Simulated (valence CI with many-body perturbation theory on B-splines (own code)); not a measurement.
# E1 line list for Tm XXI

Method: relativistic CI+MBPT: three valence electrons over a frozen Dirac-Fock core [Kr] 4d10, radial functions for each j: 8 s, 8 p, 9 d, 9 f, 6 g, 3 h, 2 i, with the one-electron correlation potential Σ1 (screened to all orders), the two-electron term Σ2, the three-electron term Σ3, Breit, model QED; selected single and double excitations, second order for the rest (own B-spline code, finite nucleus).

No measured levels were compared; by estimate terms of the open shell hold to a few per cent of their energy, and close levels can change places. Core correlation moves these levels by up to 43000 cm⁻¹, and in measured spectra 5 to 20 % of such shifts remained as error; rates that hang on mixing are uncertain with them.

Lines 101 to 150 of 189 in falling wavelength, among levels below 515610 cm⁻¹, chosen from the strongest by gf and those to the six lowest levels. Wavelengths and rates use the calculated energies, so an error of 2000 cm⁻¹ moves a line at 24.12 nm by 0.48 % and its rate by three times that or more. Electric multipoles are in the length gauge, E1 and E2 with the static RPA response of the core. Weak lines are less certain than strong ones. Lines between different terms over intervals too small for the method are left out, as are lines whose strength nearly cancels. Where a level lies close to another of its J and parity, the split of strength between their lines is uncertain. The highest levels of a list are the least certain.

Names give the largest LS component (configuration and term), which can be under half, so a name can repeat, a term be missing and a line seem to break the LS rules; names also repeat where a configuration has a term twice. Letters in brackets count levels of one name in rising energy.

```
λ vac (nm)          Upper             Lower   A (s⁻¹)  S (a.u.)
     24.12  4f²5s ²I_13/2      4f³ ²L°_15/2  1.12e+04  1.09e-06
     24.05   4f²5s ²D_5/2   4f³ ²D°_5/2 [a]  8.35e+04  3.44e-06
     23.99  4f²5s ²H_11/2  4f³ ²H°_11/2 [a]  7.52e+04  6.15e-06
     23.98   4f²5s ²H_9/2   4f³ ²H°_9/2 [a]  1.24e+04  8.47e-07
     23.98   4f²5s ²D_3/2   4f³ ²D°_5/2 [a]  2.20e+05  5.99e-06
     23.98   4f²5s ²P_3/2   4f³ ²D°_3/2 [c]  2.42e+05  6.58e-06
     23.97   4f²5s ²F_5/2       4f³ ⁴G°_5/2  1.73e+04  7.07e-07
     23.93   4f²5s ⁴F_5/2       4f³ ⁴F°_3/2  9.22e+04  3.74e-06
     23.93   4f²5s ⁴P_5/2       4f³ ⁴D°_7/2  4.24e+04  1.72e-06
     23.92   4f²5s ⁴F_7/2       4f³ ⁴F°_5/2  4.18e+04  2.26e-06
     23.80   4f²5s ⁴P_3/2       4f³ ⁴D°_3/2  8.44e+04  2.25e-06
     23.80   4f²5s ²F_7/2       4f³ ⁴G°_9/2  4.87e+04  2.59e-06
     23.77  4f²5s ²I_13/2      4f³ ²I°_11/2  1.14e+05  1.06e-05
     23.76   4f²5s ⁴P_3/2       4f³ ⁴D°_5/2  3.53e+04  9.34e-07
     23.76  4f²5s ²I_11/2      4f³ ²I°_11/2  3.76e+05  2.99e-05
     23.73   4f²5s ⁴F_7/2   4f³ ²H°_9/2 [a]  1.03e+04  5.46e-07
     23.71   4f²5s ²F_5/2       4f³ ⁴F°_7/2  9.33e+04  3.68e-06
     23.70   4f²5s ²D_3/2       4f³ ²P°_1/2  8.91e+04  2.34e-06
     23.68   4f²5s ⁴H_9/2      4f³ ⁴I°_11/2  2.34e+04  1.54e-06
     23.66   4f²5s ²P_1/2       4f³ ⁴D°_1/2  4.44e+04  5.80e-07
     23.62   4f²5s ⁴P_5/2   4f³ ²D°_3/2 [b]  1.82e+04  7.09e-07
     23.61   4f²5s ⁴F_9/2   4f³ ²H°_9/2 [a]  9.24e+04  6.00e-06
     23.60  4f²5s ⁴H_11/2      4f³ ⁴I°_13/2  3.41e+04  2.65e-06
     23.51   4f²5s ²D_5/2   4f³ ²D°_3/2 [a]  1.44e+04  5.54e-07
     23.50  4f²5s ⁴H_13/2      4f³ ⁴I°_15/2  3.50e+04  3.14e-06
     23.50   4f²5s ²F_5/2       4f³ ⁴F°_5/2  1.73e+04  6.66e-07
     23.48   4f²5s ⁴P_3/2   4f³ ²D°_5/2 [a]  3.57e+04  9.13e-07
     23.48   4f²5s ²G_9/2       4f³ ⁴F°_9/2  1.05e+05  6.70e-06
     23.44   4f²5s ²D_3/2   4f³ ²D°_3/2 [a]  1.90e+05  4.82e-06
     23.34   4f²5s ²G_7/2   4f³ ²H°_9/2 [a]  1.57e+05  7.89e-06
     23.32   4f²5s ⁴H_7/2       4f³ ⁴I°_9/2  4.49e+04  2.25e-06
     23.31   4f²5s ²P_1/2       4f³ ⁴D°_3/2  7.63e+05  9.55e-06
     23.28  4f²5s ²I_13/2      4f³ ⁴G°_11/2  2.81e+04  2.45e-06
     23.26  4f²5s ²I_11/2      4f³ ⁴G°_11/2  1.87e+04  1.40e-06
     23.26   4f²5s ⁴P_5/2       4f³ ⁴D°_3/2  8.52e+04  3.17e-06
     23.17   4f²5s ²F_7/2       4f³ ⁴F°_9/2  5.79e+04  2.84e-06
     23.17   4f²5s ²P_3/2   4f³ ²D°_3/2 [b]  5.02e+05  1.23e-05
     23.12   4f²5s ²F_5/2       4f³ ⁴F°_3/2  9.90e+03  3.62e-07
     23.09   4f²5s ⁴H_9/2       4f³ ⁴I°_9/2  1.39e+04  8.43e-07
     23.07  4f²5s ²H_11/2   4f³ ²H°_9/2 [a]  7.56e+03  5.50e-07
     23.07   4f²5s ²G_9/2       4f³ ⁴F°_7/2  2.06e+04  1.25e-06
     23.06  4f²5s ⁴H_11/2      4f³ ⁴I°_11/2  1.12e+04  8.17e-07
     23.00  4f²5s ⁴H_13/2      4f³ ⁴I°_13/2  5.58e+03  4.70e-07
     22.98  4f²5s ²I_13/2      4f³ ²K°_15/2  1.00e+05  8.42e-06
     22.96   4f²5s ⁴P_5/2   4f³ ²D°_5/2 [a]  2.87e+05  1.03e-05
     22.81   4f²5s ²H_9/2      4f³ ⁴I°_11/2  2.27e+04  1.33e-06
     22.77   4f²5s ²F_7/2       4f³ ⁴F°_7/2  1.53e+04  7.12e-07
     22.75   4f²5s ²P_1/2       4f³ ²P°_1/2  3.77e+05  4.38e-06
     22.70   4f²5s ²G_9/2   4f³ ²H°_9/2 [a]  5.09e+03  2.94e-07
     22.54   4f²5s ²D_5/2       4f³ ⁴S°_3/2  4.48e+05  1.52e-05
```
